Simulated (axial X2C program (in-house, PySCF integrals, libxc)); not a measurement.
BaY: a run with one poor setting

Computed with an in-house relativistic program for diatomic molecules. Two-component (2c) means X2C with spin–orbit coupling and atomic mean-field two-electron Coulomb and Gaunt terms. Basis: Ba dyall-v2z [12s13p8d], Y dyall-v2z [9s10p7d2f] (cores contracted in-house); Gaussian nuclei, density fitting, unrestricted open shells. Masses: Ba 137.905 u, Y 88.906 u.

One setting of this run was spoiled on purpose, so its numbers are not properties of BaY. Level: HF, with spin–orbit coupling; state Ω = 3/2 (⟨Sz⟩ = 1.50, ⟨Lz⟩ = 0.00 at HF).

| R (Å) | E − E(lowest point) (eV) | SCF iterations |
| --- | --- | --- |
| 2.933 | not converged | 14 |
| 3.068 | not converged | 14 |
| 3.169 | not converged | 14 |
| 3.270 | not converged | 14 |
| 3.371 | not converged | 14 |
| 3.489 | not converged | 14 |
| 3.607 | not converged | 14 |
| 3.759 | not converged | 14 |
| 3.944 | not converged | 14 |
| 4.214 | not converged | 14 |

Output at the reference distance:

```
two-component X2C + atomic mean field  HF
basis functions 179  fitting functions 1028  grid points 5810
iter        total energy     max residual
   1     -11509.966547579     4.60e-01
   2     -11510.002453824     7.22e-03
   3     -11510.006478528     3.47e-02
   4     -11510.011085813     3.72e-02
   5     -11510.014453807     1.60e-02
   6     -11510.017177965     9.99e-03
   7     -11510.018990199     2.19e-02
   8     -11510.019376523     4.76e-03
   9     -11510.019559287     1.38e-03
  10     -11510.019644914     1.04e-03
  11     -11510.019690766     8.39e-04
  12     -11510.019780501     3.54e-04
  13     -11510.019818366     1.45e-04
  14     -11510.019833181     9.69e-05
NOT converged
one-electron -16446.66261855  Coulomb 4905.83433538  exact exchange -305.31264315  xc functional 0.00000000  nuclear repulsion 342.84278512  atomic mean-field constant -6.72169199
```

Task: Which setting was spoiled?
A. too few iterations allowed
B. density fitting set too sparse
C. integration grid too coarse
D. virtual space cut too low
E. an excited determinant was followed

Result: A. Too few iterations allowed: 7 iterations an attempt, two attempts.
